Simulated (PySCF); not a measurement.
Compound: C3H10Si.
Numbering: `[CH3:1][CH:2]([CH3:3])[SiH3:4]` (hydrogens: H5, H6, H7 on C1; H8 on C2; H9, H10, H11 on C3; H12, H13, H14 on Si4)

The same species was optimised twice, with GFN2-xTB and with PBE0-D3(BJ)/def2-SVP (PySCF), and the same property calculations (PySCF, gas phase) were run on both structures.

| coordinate | GFN2-xTB | PBE0-D3(BJ)/def2-SVP | change |
| --- | --- | --- | --- |
| Si4–H14 (Å) | 1.465 | 1.498 | +0.033 |
| Si4–H13 (Å) | 1.464 | 1.497 | +0.033 |
| Si4–H12 (Å) | 1.465 | 1.497 | +0.032 |
| C1–H6 (Å) | 1.089 | 1.103 | +0.014 |
| C3–H10 (Å) | 1.088 | 1.103 | +0.015 |
| C2–Si4 (Å) | 1.909 | 1.895 | -0.014 |
| C3–H11 (Å) | 1.088 | 1.101 | +0.013 |
| C3–H9 (Å) | 1.090 | 1.103 | +0.013 |
| C1–H7 (Å) | 1.088 | 1.101 | +0.013 |
| C1–H5 (Å) | 1.090 | 1.103 | +0.013 |
| C2–H8 (Å) | 1.096 | 1.106 | +0.010 |
| C2–C3 (Å) | 1.527 | 1.528 | +0.001 |
| C1–C2 (Å) | 1.527 | 1.528 | +0.001 |
| Si4–C2–H8 (°) | 108.4 | 105.5 | -2.9 |
| C1–C2–C3 (°) | 110.0 | 111.9 | +1.9 |
| C2–Si4–H13 (°) | 109.1 | 110.8 | +1.7 |
| C2–Si4–H12 (°) | 109.1 | 110.8 | +1.7 |
| H12–Si4–H14 (°) | 109.6 | 108.3 | -1.3 |
| H13–Si4–H14 (°) | 109.6 | 108.3 | -1.3 |
| H12–Si4–H13 (°) | 109.9 | 108.6 | -1.3 |
| C2–C3–H11 (°) | 111.0 | 112.2 | +1.2 |

Rotational constants: A = 7558, B = 4068, C = 2973 MHz (GFN2-xTB) against A = 7382, B = 4115, C = 2971 MHz (PBE0-D3(BJ)/def2-SVP). Point groups within 0.08 Å: Cs and Cs. Atoms that the bonding makes alike are paired by their places after alignment.

On the GFN2-xTB structure: lowest singlet, TDDFT (eV) 7.41 [PBE0/def2-SVPD]; lowest triplet, Tamm–Dancoff (eV) 7.01 [PBE0/def2-SVPD]; isotropic polarisability (au) 66.0 [PBE0/def2-SVPD]; HOMO (eV) -8.11 [PBE0/def2-SVPD]; LUMO (eV) 0.49 [PBE0/def2-SVPD]; dipole (D) 0.66 [PBE0/def2-SVPD]; HOMO (eV) -8.15 [PBE0/pcSseg-1]; LUMO (eV) 0.86 [PBE0/pcSseg-1]; dipole (D) 0.62 [PBE0/pcSseg-1]; GIAO shielding of C1/C3 (mean) (ppm) 164.5 [PBE0/pcSseg-1]; GIAO shielding of C2 (ppm) 172.5 [PBE0/pcSseg-1]; GIAO shielding of Si4 (ppm) 408.6 [PBE0/pcSseg-1]; C1s of C2 (eV) 290.10 [delta-SCF UKS SCAN, pcX-2 on the ionised atom, pcseg-1 elsewhere, spin-free X2C]; Si1s of Si4 (eV) 1846.06 [delta-SCF UKS SCAN, pcX-2 on the ionised atom, pcseg-1 elsewhere, spin-free X2C]; Si2p of Si4 (eV) 106.56 [delta-SCF UKS SCAN, pcX-2 on the ionised atom, pcseg-1 elsewhere, spin-free X2C].

Q: What do these properties become on the PBE0-D3(BJ)/def2-SVP structure?

A: 
```csv
property,level,on GFN2-xTB,on PBE0-D3(BJ)/def2-SVP,change
"lowest singlet, TDDFT (eV)",PBE0/def2-SVPD,7.41,7.41,0.00
"lowest triplet, Tamm–Dancoff (eV)",PBE0/def2-SVPD,7.01,7.06,+0.05
isotropic polarisability (au),PBE0/def2-SVPD,66.0,67.6,+1.6
HOMO (eV),PBE0/def2-SVPD,-8.11,-8.13,-0.02
LUMO (eV),PBE0/def2-SVPD,0.49,0.46,-0.03
dipole (D),PBE0/def2-SVPD,0.66,0.87,+0.21
"energy, GFN2-xTB geometry as zero (kcal/mol)",PBE0/def2-SVPD,0.0,-1.4,-1.4
HOMO (eV),PBE0/pcSseg-1,-8.15,-8.18,-0.03
LUMO (eV),PBE0/pcSseg-1,0.86,0.88,+0.02
dipole (D),PBE0/pcSseg-1,0.62,0.84,+0.22
"energy, GFN2-xTB geometry as zero (kcal/mol)",PBE0/pcSseg-1,0.0,-1.1,-1.1
GIAO shielding of C1/C3 (mean) (ppm),PBE0/pcSseg-1,164.5,163.4,-1.1
GIAO shielding of C2 (ppm),PBE0/pcSseg-1,172.5,172.8,+0.3
GIAO shielding of Si4 (ppm),PBE0/pcSseg-1,408.6,404.6,-4.0
C1s of C2 (eV),"delta-SCF UKS SCAN, pcX-2 on the ionised atom, pcseg-1 elsewhere, spin-free X2C",290.10,290.24,+0.14
Si1s of Si4 (eV),"delta-SCF UKS SCAN, pcX-2 on the ionised atom, pcseg-1 elsewhere, spin-free X2C",1846.06,1846.16,+0.10
Si2p of Si4 (eV),"delta-SCF UKS SCAN, pcX-2 on the ionised atom, pcseg-1 elsewhere, spin-free X2C",106.56,106.62,+0.06
```

The heavy atoms differ by 0.016 Å rms after alignment (one structure mirrored). Among all bonds Si4–H12, Si4–H13 and Si4–H14 change most and about equally (+0.032 to +0.033 Å). Changes are differences of the printed values. Neither structure is proved a minimum here.
